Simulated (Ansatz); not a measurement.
The first iterations of a band of C2H6BF + H2O (13 atoms, charge 0, multiplicity 1).

Theory: RHF/6-31G* in Ansatz 0.2.0.

| Property | Result |
| --- | --- |
| movable images | 8 |
| climbing image | no |
| spring | 5.0 eV/Å² |
| optimiser | quadratic models (default) |
| start path | through a guess of the saddle point |
| force threshold | 0.05 eV/Å |
| iteration limit | 60 |
| end points | relaxed |

Initial state:

```xyz
13
Properties=species:S:1:pos:R:3
B -0.030 -0.283 -0.086
F -0.092 -0.642 1.205
C 1.400 -0.180 -0.748
H 1.603 -1.098 -1.303
H 1.456 0.633 -1.466
H 2.196 -0.061 -0.019
C -1.404 -0.166 -0.855
H -1.918 -1.127 -0.840
H -2.059 0.544 -0.357
H -1.298 0.140 -1.890
O 0.000 2.193 1.053
H 0.839 2.630 1.107
H -0.093 1.712 1.865
```

Final state:

```xyz
13
Properties=species:S:1:pos:R:3
B 0.293 0.299 -0.249
F -1.917 1.591 2.256
C 1.592 0.017 -1.118
H 1.634 -1.021 -1.438
H 1.558 0.612 -2.031
H 2.529 0.249 -0.616
C -1.151 -0.163 -0.696
H -1.214 -1.251 -0.678
H -1.934 0.226 -0.056
H -1.361 0.133 -1.722
O 0.392 0.971 0.942
H 1.273 1.221 1.184
H -1.093 1.412 1.887
```

| iteration | highest image above the first end (eV) | largest band force component (eV/Å) |
| --- | --- | --- |
| 1 | 8.762 | 33.820 |
| 2 | 3.589 | 4.100 |
| 3 | 2.513 | 2.818 |
| 4 | 1.988 | 2.107 |
| 5 | 2.461 | 3.615 |
| 6 | 2.132 | 2.262 |
| 7 | 1.793 | 1.904 |
| 8 | 1.441 | 2.045 |
| 9 | 1.231 | 1.847 |
| 10 | 1.294 | 0.934 |
| 11 | 1.309 | 1.389 |
| 12 | 1.380 | 0.360 |
| 13 | 1.541 | 0.509 |
| 14 | 1.550 | 0.609 |

Question: Does the band converge within its limit, and where does its top end?

Answer: It converged. It ended after 43 iterations with the highest image 0.640 eV above the first end. No image climbed, so the highest image needn't sit at the top of the path. The orbitals stay closed-shell, which can raise the energy where a bond breaks towards radicals; this wasn't checked here.

Run time: 8.3 min on 1 thread of Arm Neoverse V2, with other jobs on the host, peak memory 0.17 GiB.
